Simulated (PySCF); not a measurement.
C5H8Si, SMILES [C@@H]1(C[C@H]1C#C)[SiH3]. Atoms are numbered in the order given.

```xyz
14

C      2.1325     1.4372     0.3404
C      1.5417     0.3842     0.4163
C      0.8074    -0.8648     0.5088
C      0.2797    -1.5285    -0.7364
C     -0.6871    -0.8816     0.2222
Si    -1.5896     0.6966    -0.2399
H      2.6607     2.3718     0.2714
H      1.1529    -1.5291     1.3080
H      0.3199    -2.6207    -0.7768
H      0.4757    -1.0282    -1.6897
H     -1.2552    -1.5724     0.8560
H     -0.8951     1.3688    -1.3741
H     -1.6712     1.6288     0.9217
H     -2.9791     0.3497    -0.6654
```
Charge 0, spin multiplicity 1.

Geometry optimised at ωB97X-D3(BJ)/def2-SVP. The structure was generated by enumeration; whether it is a known compound was not checked.

These are HF/pcSseg-1 (PySCF) values and carry that method's errors.

GIAO shieldings, no solvent; atoms listed in one row are averaged. δ = σ(ref) − σ: ¹³C against TMS (σ = 192.6 ppm); ²⁹Si against TMS (σ = 393.8 ppm); ¹H against TMS (σ = 31.99 ppm), references at their B3LYP-D3(BJ)/def2-TZVP geometries, non-relativistic.

Problem. Estimate the chemical shifts. (Estimate from the structure and the level; the computed values follow.)

Solution. 
```tsv
nucleus	atoms	count	δ (ppm)
¹³C	C2	1	89.2
¹³C	C1	1	76.4
¹³C	C4	1	12.9
¹³C	C3	1	0.8
¹³C	C5	1	-4.1
²⁹Si	Si6	1	-52.1
¹H	H12, H13, H14	3	4.02
¹H	H7	1	2.55
¹H	H8	1	1.51
¹H	H9	1	1.26
¹H	H10	1	0.87
¹H	H11	1	-0.08
```
